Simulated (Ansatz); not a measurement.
A run for Ansatz (a first-principles code): R-BHLYP/def2-TZVPP on CH4FInO (SMILES [CH3][In]([OH])[F]). Elements past Kr take the def2 small-core potentials; no spin–orbit coupling.

Ansatz 0.2 input:
```yaml
crystal:
  periodic: [false, false, false]
  atoms:
    - {symbol: C, position_ang: [1.51336120, -0.10237723, -0.07444899]}
    - {symbol: In, position_ang: [-0.60632471, 0.16240614, -0.02499270]}
    - {symbol: O, position_ang: [-2.11485566, -0.96171624, 0.61255147]}
    - {symbol: F, position_ang: [-1.42580844, 1.82468542, -0.72203320]}
    - {symbol: H, position_ang: [1.77979573, -1.03868643, 0.40839683]}
    - {symbol: H, position_ang: [1.97560372, 0.73589391, 0.44209931]}
    - {symbol: H, position_ang: [1.83399818, -0.10962380, -1.11402297]}
    - {symbol: H, position_ang: [-2.95577001, -0.51058176, 0.47245024]}
basis:
  gaussian:
    orbitals: def2-TZVPP
hamiltonian:
  xc: {name: BHLYP}
scf: {lower_state_search: off}
```

The head of its log:

```
WARN ansatz: RAYON_NUM_THREADS=1 ignored (pool sized by the plan → 1); use --threads N
Functional definition: BHLYP
these checks for a lower state are left out or cut short: stability, starts, cluster_reference, orbital_swaps, neighbouring_geometries, increment
integrals: 0.11 GiB planned
1334 factors; their error is unknown
mean field: 0.95 GiB planned
mean field evaluation 1: about -11029.2306 eV, gradient 7.4e1 eV
mean field evaluation 2: about -11021.4331 eV, gradient 1.0e2 eV
```

Q: What total energy does the run end on?

A: -405.6802 hartree.
